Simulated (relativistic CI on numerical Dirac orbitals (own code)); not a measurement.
**Energy levels of Pt LX**

Method of calculation: Dirac-Coulomb-Breit CI, separate exchange-only KLI orbitals for each configuration, a model potential for QED, unscaled Slater integrals (own radial code, finite nucleus).

Configuration list (outside the closed core [Ne]): 3s2 3p6 3d, 3s2 3p5 3d2, 3s 3p6 3d2, 3s2 3p6 4s, 3s2 3p6 4p, 3s2 3p6 4d, 3s2 3p5 3d 4s, 3s2 3p6 4f, 3s2 3p5 3d 4p, 3s2 3p5 3d 4d, 3s 3p6 3d 4s, 3s2 3p5 3d 4f, 3p6 3d2 4p, 3s 3p6 3d 4p, 3s 3p6 3d 4d, 3s2 3p6 5s, 3s2 3p6 5p, 3s 3p6 3d 4f, 3s2 3p6 5d, 3s2 3p6 5f, 3s2 3p6 5g, 3p6 3d3, 3p5 3d4, 3p5 3d3 4s, 3p6 3d2 4s, 3p5 3d2 4s2, 3p6 3d2 4d, 3p5 3d3 4d, 3p5 3d2 4s 4d. Double excitations out of closed p, d and f shells are left out; levels of such configurations are missing from the list, as are those of other unlisted configurations, and high levels can miss mixing partners. These lack a partner that the ground configuration has and come out too high: 3s2 3p5 3d 4p, 3s2 3p5 3d 4f.

The lowest level is 3s2 3p6 3d 2D_3/2, with 100 % of that term; Hund's rules for 3s2 3p6 3d give 2D with J = 3/2, in agreement.

```
No.  Configuration  Term     J  E (10³ cm⁻¹)    %  Landé g  Lifetime (s)
  1     3s2 3p6 3d    2D   3/2           0.0  100    0.785              
  2     3s2 3p6 3d    2D   5/2         799.1  100    1.187      1.84e-07
  3    3p5 3d2(3F)   4D°   3/2        2191.7   38    0.944      3.07e-10
  4    3p5 3d2(3F)   4D°   1/2        2213.5   81    0.143      6.80e-11
  5    3p5 3d2(3F)   4F°   5/2        2253.2   33    0.998      1.20e-10
  6    3p5 3d2(3F)   2G°   7/2        2272.4   35    1.008      1.91e-07
  7    3p5 3d2(1S)   2P°   3/2        2475.7   32    1.321      4.61e-10
  8    3p5 3d2(3F)   4D°   5/2        2938.5   49    1.249      8.65e-09
  9    3p5 3d2(3F)   4G°   9/2        2975.8   70    1.162      1.54e-07
 10    3p5 3d2(3F)   4F°   7/2        3005.0   47    1.233      8.22e-11
 11    3p5 3d2(3F)   4D°   3/2        3041.2   47    1.084      3.55e-11
 12    3p5 3d2(3P)   4P°   5/2        3057.2   41    1.221      1.09e-10
 13    3p5 3d2(1G)   2H°  11/2        3070.6   70    1.131      1.52e-04
 14    3p5 3d2(3F)   2G°   7/2        3084.4   42    1.086      5.63e-10
 15    3p5 3d2(3P)   2S°   1/2        3144.3   33    1.623      2.88e-09
 16    3p5 3d2(1G)   2F°   7/2        3181.3   37    1.127      3.95e-10
 17    3p5 3d2(3P)   4D°   5/2        3197.4   48    1.243      1.73e-10
 18    3p5 3d2(1G)   2G°   9/2        3225.1   62    1.097      3.53e-06
 19    3p5 3d2(3P)   4S°   3/2        3228.0   35    1.436      3.60e-10
 20    3p5 3d2(3F)   2D°   3/2        3388.6   44    0.864      8.89e-13
 21    3p5 3d2(1G)   2F°   5/2        3452.5   82    0.868      6.69e-13
 22    3p5 3d2(3P)   2P°   1/2        3509.8   73    0.637      6.27e-13
 23    3p5 3d2(3F)   4G°  11/2        3774.3   70    1.205      1.06e-07
 24    3p5 3d2(1D)   2D°   5/2        3843.7   52    1.201      2.51e-10
 25    3p5 3d2(3F)   4F°   9/2        3868.9   48    1.186      9.09e-08
 26    3p5 3d2(1D)   2F°   7/2        3897.0   51    1.226      7.32e-12
 27    3p5 3d2(1D)   2P°   1/2        3962.0   58    1.126      8.02e-11
 28    3p5 3d2(3F)   2F°   7/2        4096.8   44    1.156      2.06e-12
 29    3p5 3d2(1S)   2P°   3/2        4170.9   53    1.266      2.19e-11
 30    3p5 3d2(3F)   2D°   5/2        4257.5   55    1.163      6.03e-13
```

Energies count from the lowest computed level; ° marks odd parity; lifetimes are radiative, by E1, M1, E2, M2, E3 decay to levels of this space only. Percentages are summed over parent terms; the parents shown are those of the largest component, closed shells are left out there.

The mean weight of the leading LS term, summed over parents, in these 30 levels is 54 %, and that of the leading jj configuration (from the same eigenvectors) 98 %, so jj coupling describes them better and the LS labels are nominal.

At this charge energies of transitions that change n are usually good to better than 1 %, and those within a shell (Δn = 0) to a few per cent.

LS names give the leading component of a level, which can be under half, so a name can repeat, a term be missing and a line seem to break the LS rules.
